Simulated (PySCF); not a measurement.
Gas-phase XPS of (NaH)4 cube, computed

Compound: (NaH)4 cube, Na₄H₄.
Z-matrix (Å and degrees, PBE0-D3(BJ)/def2-SVP geometry), rows numbered from 1:
```
Na
H   1  2.2248
Na  2  2.2196  1   87.37
H   3  2.2177  2   92.59  1    -2.32
Na  4  2.2183  1   87.61  2   -89.91
H   5  2.2198  4   92.44  1    -2.42
Na  2  2.2127  1   87.56  3    87.62
H   5  2.2160  4   92.41  1    90.22
```

Method used: delta-SCF UKS SCAN, pcX-2 on the ionised atom, pcseg-1 elsewhere, spin-free X2C in PySCF 2.14.0. These are vertical core ionisation energies against the vacuum level, from separate self-consistent calculations with and without the core hole.

Problem. Give the core binding energies atom by atom.

Solution. 
| atom(s) | bonded to | level | binding energy (eV) | count |
| --- | --- | --- | --- | --- |
| Na1/Na3/Na5/Na7 | 3 H | Na 1s | 1076.98 | 4 |

Problem. Express the binding energy of Na 1s of Na1/Na3/Na5/Na7 in atomic units and per mole.

Solution. 1076.98 eV = 39.5783 Eh = 103913 kJ/mol.

Atoms equivalent by their bonding share one computed value, that of the first of them. Geometry: PBE0-D3(BJ)/def2-SVP; no solvent, vibrations or thermal averaging.
